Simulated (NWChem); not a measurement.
Species: CH$_{2}$NO, doublet; SMILES N[C]=O

```xyz
5

N      0.1066     1.0826     0.0000
C     -0.4177    -0.1566     0.0000
O      0.1432    -1.2203     0.0000
H      1.1129     1.2347     0.0000
H     -0.4979     1.8886     0.0000
```
Atoms are numbered in this order, from 1.

Computed with NWChem. Spin-unrestricted. Medium grid unless said otherwise, to which SCAN and Minnesota functionals are sensitive. In the optimisation the excess spin sits in a' (Cs, its own frame). Structure relaxed at the B3LYP/6-31G* (spherical d), spin-unrestricted level. No stability test was run on the SCF state. Total energies of different functionals are on different scales.

```
level                                  energy (Ha)  highest occupied level (eV)  lowest empty minus highest occupied level, either spin (eV)  dipole (D)   <S²>
-------------------------------------  -----------  ---------------------------  -----------------------------------------------------------  ----------  -----
B3LYP/def2-TZVP                          -169.3145                        -6.03                                                         3.70        3.72  0.753
PBE/def2-TZVP                            -169.1263                        -4.70                                                         1.66        3.60  0.752
CAM-B3LYP/def2-TZVP                      -169.2440                   (withheld)                                                   (withheld)        3.79  0.754
MPW1K/def2-TZVP                          -169.2454                        -7.52                                                         6.48        3.85  0.755
BHandHLYP/def2-TZVP                      -169.2157                        -7.88                                                         7.02        3.87  0.756
revPBE/def2-TZVP                         -169.2692                        -4.65                                                         1.71        3.58  0.752
LDA (Slater exchange, PW92)/def2-TZVP    -167.9737                        -4.72                                                         1.28        3.68  0.752
B3PW91/def2-TZVP                         -169.2448                        -6.03                                                         3.90        3.74  0.754
M06-2X/def2-TZVP                         -169.2365                        -7.59                                                         6.37        3.78  0.754
```

**Question.** Fill in the missing entries.

**Answer.** 
- CAM-B3LYP/def2-TZVP, highest occupied level (eV): -7.76
- CAM-B3LYP/def2-TZVP, lowest empty minus highest occupied level, either spin (eV): 6.89
